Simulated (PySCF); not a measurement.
Delta-SCF ions had no search for a lower state. Excitations are Tamm–Dancoff values on a coarser integration grid. The basis has no diffuse functions, so Rydberg states are missing or too high.

H₃BSe, SMILES `B[SeH]` (charge 0, multiplicity 1)

Method: M06-2X/def2-TZVP run with PySCF 2.14.0.

```yaml
HOMO: -8.94 eV
dipole_moment: 0.64 D
HOMO–LUMO gap: 8.36 eV
LUMO: -0.58 eV
S1 excitation (TDA): 5.84 eV
S1 oscillator strength: 0.001
brightest of the four lowest singlets (TDA): 5.97 eV
T1 excitation (TDA): 4.32 eV
S1–T1 gap (TDA): 1.52 eV
vertical ionisation energy (Delta-SCF): 10.18 eV
total_energy: -66075.30 eV
cost: roughly 100 core-seconds
```

```xyz
5

B     -0.6334    -0.0999    -0.0216
Se     1.1847    -0.6539     0.1412
H     -0.9053     1.0402    -0.1754
H     -1.4457    -0.9584     0.0408
H      1.7985     0.6751     0.0113
```
